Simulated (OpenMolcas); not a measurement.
## Ions of charge +3 along the 4d row on the Y site of Cs2NaYF6

```
Program             : OpenMolcas
Method              : SS-CASPT2, IPEA 0.25 Eh, imaginary shift 0.1 Eh
Spin-orbit coupling : state interaction with AMFI integrals over the reference wave functions
```

The d shell is active; CASPT2 correlates the ligand valence shells and the outer metal core. Each dopant is a cluster with its nearest anions in model potentials and point charges, with no relaxation. Distances were set from a Shannon-type radius of the metal (high-spin where two are listed) plus a fixed donor radius (F 1.31 Å), in hosts weighted 0.65 to 0.35 with the host's distance in the model lattice. Ligand basis ANO-RCC-VDZP, DKH2 Hamiltonian. States (labels of O, the rotations of Oh). Energies in cm-1 above the lowest state or level, χT in cm3 K/mol; under a threefold ground state the first gap can be a small split of the lowest multiplet, not the spin-orbit step; 10Dq and B are least-squares fits to the states below 45000 cm-1, weighted by degeneracy, with a free offset, and given where the rms deviation is under 5 % of |10Dq| (or 100 cm-1) and under 700 cm-1. Spin-only χT is S(S+1) / 2 for the spin of the ground state.

```csv
Ion,Shell,R (Å),Metal basis,Ground state,First state of that spin,10Dq,B (rms of fit),First gap with spin-orbit (degeneracies),χT at 300 K,First state of another spin,Spin-only χT
Nb3+,4d2,2.082,ANO-RCC-VTZP,3T1,3T2 24930,26132,534 (70),"23 (2, 3)",0.457,1T2 7410,1.000
Mo3+,4d3,2.062,ANO-RCC-VTZP,4A2,4T2 24960,,,"10890 (4, 4)",1.766,2E 10970,1.875
Ru3+,4d5,2.056,ANO-RCC-VTZP,2T2,2A2 16740,20532,575 (487),"2000 (2, 4)",0.661,6A1 9460,0.375
Rh3+,4d6,2.046,ANO-RCC-VTZP,1A1,1T1 18260,,,"13180 (1, 2)",0.043,2S+1 = 3: 13810,0.000
Pd3+,4d7,2.108,ANO-RCC-VTZP,2E,16100,,,"7080 (4, 2)",0.513,4T1 8420,0.375
Ag3+,4d8,2.101,ANO-RCC-VTZP,3A2,3T2 21360,,,"3600 (3, 2)",1.222,1E 3630,1.000
```

B goes from 534 cm-1 (Nb3+) to 575 cm-1 (Ru3+).

Below the highest spin of the shell: Ru3+, Rh3+, Pd3+. χT departs most from the spin-only value for Nb3+, by -0.543 cm3 K/mol.

Roots that are degenerate in the reference are averaged as groups; the widest CASPT2 spread within a group is 680 cm-1 (the 3-fold group of multiplicity 4 near 54400 cm-1 above the lowest state of its run, Ru3+). Shifts and gaps below about the spread of the groups concerned are not significant. Over all roots computed the reference weight is 0.72 to 0.73 in Nb3+, 0.71 to 0.72 in Mo3+, 0.70 to 0.72 in Ru3+, 0.69 to 0.71 in Rh3+, 0.68 to 0.71 in Pd3+, 0.64 to 0.70 in Ag3+; the roots of lowest weight are the least certain, and an intruder state may touch them. Ligand-to-metal charge-transfer states are missing. With no ligand orbital active B as a rule stays too high, so bands that hang on it stand too high and its fall with covalency is understated. With one d shell and no ligand orbital active, 10Dq can be off by a tenth or more. An orbital triplet at a regular site is open to Jahn-Teller coupling, which can distort the site and quench the lowest spin-orbit gaps and is left out (holds for Nb3+; Ru3+). The least metal-like active orbital is 84 % on the metal (Löwdin) and no ligand orbital is active, so the numbers are rough (holds for Nb3+; Mo3+). This shell can be high or low spin here, a state of another spin lies low, and with metal d orbitals alone active their balance is uncertain, so the ground spin may be wrong, although the usual error favours high spin (holds for Ru3+; Pd3+). The least metal-like active orbital is 80 % on the metal (Löwdin) and no ligand orbital is active, so the numbers are rough (holds for Rh3+). An orbital doublet at a regular site is open to a Jahn-Teller distortion, which this geometry leaves out (holds for Pd3+). The least metal-like active orbital is 81 % on the metal (Löwdin) and no ligand orbital is active, so the numbers are rough (holds for Pd3+). These CASPT2 states fit no ligand-field parameters well, so their order and spin gaps are uncertain (holds for Pd3+). Real 4d8 and 5d8 ions are as a rule square planar and diamagnetic (holds for Ag3+). The least metal-like active orbital is 75 % on the metal (Löwdin) and no ligand orbital is active, so the numbers are rough (holds for Ag3+). No measured value stands beside these numbers; the geometry was set by hand and not optimised.

A state without a sure symmetry label is named by its multiplicity alone.
